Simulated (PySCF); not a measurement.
Structure problem from calculated spectra and properties.

Formula: C7H5O2; charge -1.

| Property | Result |
| --- | --- |
| 1H NMR | chemical shifts (computed TMS as zero) by class: 8.12 (2 H), 6.54 (2 H), 6.30 (1 H) ppm [GIAO KT2/pcSseg-1] |
| Couplings | largest of the computed one-bond spin–spin couplings (means over like bonds): 13C–1H +170.2 (×2), 13C–1H +157.3, 13C–1H +156.9 (×2) Hz [B3LYP/pcJ-1, spin–dipole term left out] |
| 13C NMR | chemical shifts (computed TMS as zero) by class: 153.2 (1 C), 141.1 (1 C), 123.8 (2 C), 117.3 (2 C), 116.2 (1 C) ppm [GIAO KT2/pcSseg-1] |
| Rotational structure | rotational constants A, B, C: 3.922, 1.249, 0.947 GHz [PBE0-D3(BJ)/def2-SVP] |
| NMR, other nuclei | isotropic shieldings of nuclei other than C and H, by class: 20 (2 O) ppm [GIAO KT2/pcSseg-1] |

The electronic properties come from PySCF, for the isolated species, density fitting. Levels stand in brackets. Isolated species at its PBE0-D3(BJ)/def2-SVP geometry, gas phase. The geometry's basis has no diffuse functions, a weakness for an anion. No diffuse functions stand in pcJ-1 and pcSseg-1, which bears on an anion's orbital energies. NMR classes are plain means over equivalent atoms (diastereotopic ones count apart unless rotation or inversion swaps them), as if these changed places fast.

Question: Propose a structure and show how it fits.

Answer: Numbering: `[O:1]=[C:2]([O-:3])[c:4]1[cH:5][cH:6][cH:7][cH:8][cH:9]1`. 7 carbons fall into 5 classes; from least to most shielded: carboxylate carbon [C2] (153.2 ppm), substituted aromatic carbon [C4] (141.1 ppm), aromatic CH carbon [C5/C9] (123.8 ppm, 2 C), aromatic CH carbon [C6/C8] (117.3 ppm, 2 C), aromatic CH carbon [C7] (116.2 ppm). Hydrogen classes from least to most shielded: 2 H on the ortho carbons, C5/C9 (8.12 ppm), 2 H on the meta carbons, C6/C8 (6.54 ppm), 1 H on the para carbon, C7 (6.30 ppm). The other shieldings belong to: 20 ppm, carboxylate oxygen [O1/O3]. The couplings run between: +170.2 Hz, aromatic CH carbon [C5] and its hydrogen (with 1 like pair); +157.3 Hz, aromatic CH carbon [C7] and its hydrogen; +156.9 Hz, aromatic CH carbon [C6] and its hydrogen (with 1 like pair). The optimised geometry has point group C2v and is an asymmetric top. Structure: benzoate anion (`O=C([O-])C1=CC=CC=C1`). Computed isomers that give other values at the same levels: `C#C/C([O-])=C\C=C\C=O` (smallest rotational constant: 0.573 GHz; this holds for the one conformer computed). The assignments are read from this structure; whether some other isomer fits the data as well wasn't checked.

Conformer computed: `[O:1]=[C:2]([O-:3])[c:4]1[cH:5][cH:6][cH:7][cH:8][cH:9]1`: O1–C2–C4–C5 180°.
